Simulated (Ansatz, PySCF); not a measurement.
W(O)2(Me)2 (C2H6O2W), SMILES [CH3][W](=[O])([CH3])=[O], multiplicity 1. Atoms are numbered in the order given.

```xyz
11

W     -0.0607     0.0446    -0.0643
O      0.9952     0.7709    -1.2030
O      0.8353    -0.7848     1.1391
C     -1.2850    -1.3577    -1.0790
H     -1.8708    -0.8375    -1.8580
H     -1.9740    -1.8330    -0.3579
H     -0.6958    -2.1520    -1.5654
C     -1.1949     1.5714     0.8724
H     -0.5588     2.2999     1.4011
H     -1.8834     1.1181     1.6080
H     -1.7797     2.1154     0.1091
```

The structure is a stationary point at B3LYP-D3(BJ)/def2-SVP. The spin state was assumed, not searched. The structure was generated by enumeration; whether it is a known compound was not checked. The def2 effective core potentials stand for the cores of W; spin–orbit coupling is left out.

Two levels are set side by side: PBE-D3(BJ)/def2-SVP (Ansatz, a quantum-chemistry and plane-wave program) and B3LYP-D3(BJ)/def2-SVP (Ansatz). Each level has its own optimised geometry; the coordinates shown are those of the second. Frequencies come from the Hessian of PySCF at each geometry. Differences are taken from unrounded values.

```json
[
 {"quantity": "mean bond length (Å)", "B3LYP-D3(BJ)": "1.429"},
 {"quantity": "bond W1–O2 (Å)", "B3LYP-D3(BJ)": "1.714"},
 {"quantity": "bond W1–O3 (Å)", "B3LYP-D3(BJ)": "1.714"},
 {"quantity": "bond W1–C4 (Å)", "B3LYP-D3(BJ)": "2.120"},
 {"quantity": "bond W1–C8 (Å)", "B3LYP-D3(BJ)": "2.120"},
 {"quantity": "bond C4–H5 (Å)", "B3LYP-D3(BJ)": "1.105"},
 {"quantity": "bond C4–H6 (Å)", "B3LYP-D3(BJ)": "1.105"},
 {"quantity": "bond C4–H7 (Å)", "B3LYP-D3(BJ)": "1.102"},
 {"quantity": "bond C8–H9 (Å)", "B3LYP-D3(BJ)": "1.102"},
 {"quantity": "bond C8–H10 (Å)", "B3LYP-D3(BJ)": "1.105"},
 {"quantity": "bond C8–H11 (Å)", "B3LYP-D3(BJ)": "1.105"},
 {"quantity": "highest harmonic wavenumber (cm⁻¹)", "B3LYP-D3(BJ)": "3118"},
 {"quantity": "mean harmonic wavenumber (cm⁻¹)", "B3LYP-D3(BJ)": "1240"},
 {"quantity": "zero-point energy (kcal/mol)", "B3LYP-D3(BJ)": "47.88"}
]
```

Q: What does PBE-D3(BJ) give, and how far is it from B3LYP-D3(BJ)? (An estimate is asked for; the answer gives what the named calculation found.)

A: 
```
quantity                            PBE-D3(BJ)  PBE-D3(BJ) minus B3LYP-D3(BJ)
----------------------------------  ----------  -----------------------------
mean bond length (Å)                     1.435                          0.006
bond W1–O2 (Å)                           1.724                          0.010
bond W1–O3 (Å)                           1.724                          0.010
bond W1–C4 (Å)                           2.117                         -0.004
bond W1–C8 (Å)                           2.117                         -0.004
bond C4–H5 (Å)                           1.112                          0.008
bond C4–H6 (Å)                           1.112                          0.008
bond C4–H7 (Å)                           1.110                          0.008
bond C8–H9 (Å)                           1.110                          0.008
bond C8–H10 (Å)                          1.112                          0.008
bond C8–H11 (Å)                          1.112                          0.008
highest harmonic wavenumber (cm⁻¹)        3067                            -51
mean harmonic wavenumber (cm⁻¹)           1209                            -31
zero-point energy (kcal/mol)             46.67                          -1.21
```

Exact exchange shortens and stiffens bonds; PBE has none. Differences between two approximate levels are no errors against the true value.
